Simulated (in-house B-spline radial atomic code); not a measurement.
Values are calculated unless marked as measured or tabulated.
Making a Troullier-Martins s channel for Rh, r_c = 3.6 bohr

Rh, [Kr] 4d8 5s1, non-relativistic LDA (VWN5), spherical and spin-unpolarised, from an all-electron radial atomic-structure program (B-spline basis) (atomic units). The all-electron 5s level is ε = -0.154624 hartree, its outermost node lies just inside 1.24 bohr and its outer maximum at 2.74 bohr.

Inside r_c the pseudo-orbital is u(r) = r^1 exp(p(r)), with p = c0 + c2 r² + c4 r⁴ + … + c12 r¹². The seven coefficients follow from p and its first four derivatives at r_c, from zero curvature of the screened potential at the origin, c4 = −c2²/(2l + 5), and from the norm inside r_c. At r_c the all-electron orbital has P = 0.527244, P' = -0.1327738, the screened potential V = -0.2140091, V' = 0.1277386, V'' = -0.1174506, and the norm inside is Q = 0.6235765.

What are p, p' and p'' at r_c?

p = ln(P/r_c^1) = ln(0.527244/3.6) = -1.92103. p' = P'/P − 1/r_c = -0.25183 − 0.27778 = -0.52960. The radial equation gives p'' = 2(V − ε) − 2(1) p'/r_c − p'² = -0.11877 − (-0.29422) − 0.28048 = -0.10503. Differentiating, p''' = 2V' + 2(1)p'/r_c² − 2(1)p''/r_c − 2p'p'' = 0.12085, and p'''' = 2V'' − 4(1)p'/r_c³ + 4(1)p''/r_c² − 2(1)p'''/r_c − 2p''² − 2p'p''' = -0.1831.

For a trial c2 the five matching conditions are linear in c0, c6, c8, c10 and c12, and c2 is varied until the norm inside r_c equals Q. The root nearest zero gives:

```json
{"n": "0", "c_n": "-1.747241"}
{"n": "2", "c_n": "0.113782"}
{"n": "4", "c_n": "-0.002589266"}
{"n": "6", "c_n": "-0.00310551"}
{"n": "8", "c_n": "0.0003676268"}
{"n": "10", "c_n": "-1.691708e-05"}
{"n": "12", "c_n": "2.871265e-07"}
```

Check c4 and p(r_c), and find the screened pseudopotential at the origin.

−c2²/5 = -0.00258927, as listed. The terms c_n r_c^n are -1.74724, 1.47461, -0.43490, -6.76002, 10.37116, -6.18515, 1.36051, which sum to -1.92103. Inverting the radial equation, V_l(r) = ε + 1 p'/r + (p'' + p'²)/2, so V_l(0) = ε + (2l + 3) c2 = -0.154624 + 3 × (0.113782) = 0.1867 hartree, finite where the all-electron potential diverges.

Orbitals and screened potentials:

```csv
r (bohr),P,u,V all-electron,V pseudo
0.36,0.1374,0.06366,-41.29,0.1856
0.9,-0.2377,0.1714,-6.595,0.1472
1.44,0.1741,0.3075,-2.014,-0.02265
1.98,0.4793,0.4617,-0.873,-0.3154
2.52,0.5893,0.5723,-0.4788,-0.4819
3.06,0.5851,0.5839,-0.3054,-0.3557
3.6,0.5272,0.5272,-0.214,-0.214
```

Logarithmic derivatives P'/P at R = 3.9 bohr, for energies E around ε:

| E − ε (hartree) | all-electron | pseudo |
| --- | --- | --- |
| -0.5 | 0.890473 | 0.883681 |
| -0.25 | 0.515154 | 0.509376 |
| -0.1 | 0.139701 | 0.137165 |
| 0 | -0.299984 | -0.299984 |
| 0.1 | -1.28346 | -1.30802 |
| 0.25 | 15.524 | 9.09141 |
| 0.5 | 1.37868 | 1.05048 |

With P(R) = 0.4852126 and a norm of 0.7005974 inside R, what slope in energy does norm conservation fix?

d(P'/P)/dE = −2 × (norm inside R)/P(R)² = -5.9516 per hartree·bohr at E = ε, for both atoms, since orbital and norm agree at R. Differences over ±0.1 hartree give -7.1158 (all-electron) and -7.2259 (pseudo), which also hold third-order terms. Half a hartree below ε the two curves differ by -0.0068.
